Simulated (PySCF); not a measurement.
Xe (xenon, neutral) across methods

[Xe], closed-shell 1S. All numbers are calculated (PySCF 2.14, the spin-free X2C one-electron Hamiltonian (Gaussian nucleus), in x2c-QZVPPall with one added diffuse shell each of s, p, d, f type (14s10p8d5f1g, 128 functions)).

| method | E (hartree) | mean ε 4d (eV) | mean ε 5s (eV) | mean ε 5p (eV) | Σ⟨r²⟩ (bohr²) | ⟨S²⟩ |
| --- | --- | --- | --- | --- | --- | --- |
| UHF | -7443.56328 | -72.547 | -27.473 | -12.422 | 61.18 | 0.000 |
| B3LYP | -7446.64 | -62.168 | -21.505 | -9.243 | 61.07 | 0.000 |
| r2SCAN0 | -7446.53 | -63.817 | -22.381 | -9.751 | 60.63 | 0.000 |
| PBE | -7446.12 | -59.334 | -19.705 | -8.237 | 60.99 | 0.000 |
| BP86 | -7447.39 | -59.423 | -19.834 | -8.339 | 60.87 | 0.000 |
| LDA | -7439.88 | -59.403 | -19.944 | -8.388 | 60.89 | 0.000 |
| PBE0 | -7446.20 | -62.916 | -21.917 | -9.523 | 60.74 | 0.000 |
| r2SCAN | -7446.55 | -60.593 | -20.384 | -8.586 | 60.71 | 0.000 |
